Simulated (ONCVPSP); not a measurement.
**Sc (Z = 21) ONCV: all-electron and pseudo phase curves**

- Element: Sc
- Generator: ONCVPSP 4.0.1
- Type: optimised norm-conserving Vanderbilt (ONCV)
- Functional: Wu-Cohen
- Relativity: scalar-relativistic
- Frozen core: [Ne]
- Valence charge: 11
- Reference configuration: 3s2 3p6 3d1 4s1.75 (charge +0.25)
- Partial waves: 3s+4s: rc 1.60 bohr, ncon 5, nbas 10, qcut 7.5 1/bohr, 2 projectors; 3p: rc 1.85 bohr, ncon 5, nbas 10, qcut 8.4 1/bohr, 2 projectors, debl 1.3 Ha; 3d: rc 2.10 bohr, ncon 4, nbas 8, qcut 9 1/bohr, 2 projectors, debl 1 Ha
- Local potential: polynomial inside 1.05 bohr (lpopt 5, dvloc0 0 Ha)
- Core correction: Teter function fitted to the true core (icmod 2), fcfact 0.55

The phase is arctan(r·R′/R) of the radial function R(r), unwrapped; energies in Ha, scanned from -4 to 5 Ha. A pole is an energy at which the radial function vanishes at the test radius. The pseudo phase is shifted by a multiple of π to meet the all-electron one at the reference energy, and phase errors are pseudo minus all-electron; the curves can meet again beyond the range given. Levels narrower than the energy grid can be missing from the lists of poles.

Question: For each channel, where are the poles, and over which energies does the pseudopotential scatter like the atom?

Answer:

```csv
channel,radius (bohr),reference energy (Ha),"poles, all-electron","poles, pseudo",unbroken range about the reference energy with phases within 0.05 rad,phase error 1 Ha above the reference energy (rad)
s,1.63,-0.20,-1.44,-1.44,the whole range,-0.000
p,1.88,-1.29,"-0.93, 4.97","-0.93, 4.93",the whole range,-0.000
d,2.13,-0.18,"0.20, 3.86","0.20, 3.88",the whole range,+0.000
```

Phases in the d channel:

```
E (Ha)  all-electron  pseudo
 -3.98         1.369   1.369
 -3.74         1.361   1.361
 -3.50         1.352   1.352
 -3.26         1.342   1.342
 -3.02         1.330   1.330
 -2.78         1.317   1.317
 -2.54         1.301   1.301
 -2.30         1.282   1.282
 -2.06         1.258   1.258
 -1.82         1.229   1.229
 -1.58         1.189   1.189
 -1.34         1.133   1.133
 -1.10         1.045   1.045
 -0.86         0.887   0.887
 -0.62         0.524   0.524
 -0.38        -0.380  -0.380
 -0.14        -1.171  -1.171
  0.10        -1.489  -1.489
  0.34        -1.662  -1.662
  0.58        -1.802  -1.802
  0.82        -1.964  -1.964
  1.06        -2.214  -2.214
  1.30        -2.701  -2.701
  1.54        -3.467  -3.466
  1.78        -4.005  -4.005
  2.02        -4.266  -4.266
  2.26        -4.407  -4.406
  2.50        -4.494  -4.493
  2.74        -4.554  -4.554
  2.98        -4.600  -4.599
  3.22        -4.636  -4.635
  3.46        -4.668  -4.666
  3.70        -4.695  -4.693
  3.94        -4.721  -4.718
  4.18        -4.746  -4.743
  4.42        -4.772  -4.767
  4.66        -4.801  -4.793
  4.90        -4.834  -4.823
```
